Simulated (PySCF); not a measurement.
## Mayer bond orders and bond lengths

C₄H₁₁O₂PSi₂.
SMILES with atom numbers: `[CH3:1][Si@@:2]1([PH2:3])[CH2:4][C@@H:5]([CH:6]=[O:7])[SiH2:8][O:9]1` (hydrogens: H10, H11, H12 on C1; H13, H14 on P3; H15, H16 on C4; H17 on C5; H18 on C6; H19, H20 on Si8)

Cartesian coordinates in Å at the GFN2-xTB level; atoms count from 1:
```xyz
20
C4H11O2PSi2 angstrom
C      1.404    1.535   -1.099
Si     1.022   -0.047   -0.115
P      2.780   -1.178    0.717
C     -0.361    0.022    1.208
C     -1.674   -0.367    0.529
C     -2.291    0.767   -0.173
O     -1.720    1.769   -0.528
Si    -1.224   -1.615   -0.890
O      0.292   -1.129   -1.152
H      2.095    2.171   -0.554
H      0.495    2.099   -1.285
H      1.856    1.287   -2.055
H      3.582   -0.968   -0.390
H      3.295   -0.073    1.373
H     -0.136   -0.690    2.004
H     -0.463    1.005    1.669
H     -2.392   -0.808    1.221
H     -3.363    0.615   -0.417
H     -1.236   -2.969   -0.352
H     -1.965   -1.415   -2.124
```

Bond orders from the PBE0/pcSseg-1 density (PySCF). The structure is a single GFN2-xTB conformer in the gas phase; no vibrational or solvent corrections.

Q: Where do the orders between heavy atoms depart from those drawn in the SMILES?

A: The largest departure is 0.216, at C5–Si8 (drawn single, 0.784). Drawn single, order below 0.88: Si2–C4 (0.878), C5–Si8 (0.784) and O9–Si2 (0.845).

Q: Set the Mayer orders of the bonds beside their lengths.

A: 
```
   bond  drawn as  length (Å)  Mayer order
 C1–Si2    single       1.901        0.961
 Si2–P3    single       2.250        1.064
 Si2–C4    single       1.916        0.878
  C4–C5    single       1.528        1.011
  C5–C6    single       1.470        0.996
  C6–O7    double       1.206        1.946
 C5–Si8    single       1.943        0.784
 Si8–O9    single       1.614        1.008
 O9–Si2    single       1.667        0.845
 C1–H10    single       1.086        0.952
 C1–H11    single       1.086        0.935
 C1–H12    single       1.087        0.951
 P3–H13    single       1.382        0.930
 P3–H14    single       1.384        0.922
 C4–H15    single       1.092        0.941
 C4–H16    single       1.090        0.948
 C5–H17    single       1.090        0.930
 C6–H18    single       1.110        0.942
Si8–H19    single       1.457        0.921
Si8–H20    single       1.453        0.931
```

Bonds between the same two heavy elements. C–Si: lowest C5–Si8 (0.784, 1.943 Å), highest C1–Si2 (0.961, 1.901 Å). C–C: all 2 within 0.02 of one another (0.996 to 1.011). O–Si: lowest O9–Si2 (0.845, 1.667 Å), highest Si8–O9 (1.008, 1.614 Å).

Q: Sum the orders of all bonds at each heavy atom with more than one neighbour and set the sums beside the valence in the SMILES.

A: C1 3.799 (drawn 4), Si2 3.748 (drawn 4), P3 2.916 (drawn 3), C4 3.778 (drawn 4), C5 3.721 (drawn 4), C6 3.884 (drawn 4), Si8 3.644 (drawn 4), O9 1.853 (drawn 2). Orders between atoms that aren't bonded are not in these sums.

The Mayer order sums products of elements of PS (density times overlap matrix) between the two atoms' basis functions, so it depends on the basis set.
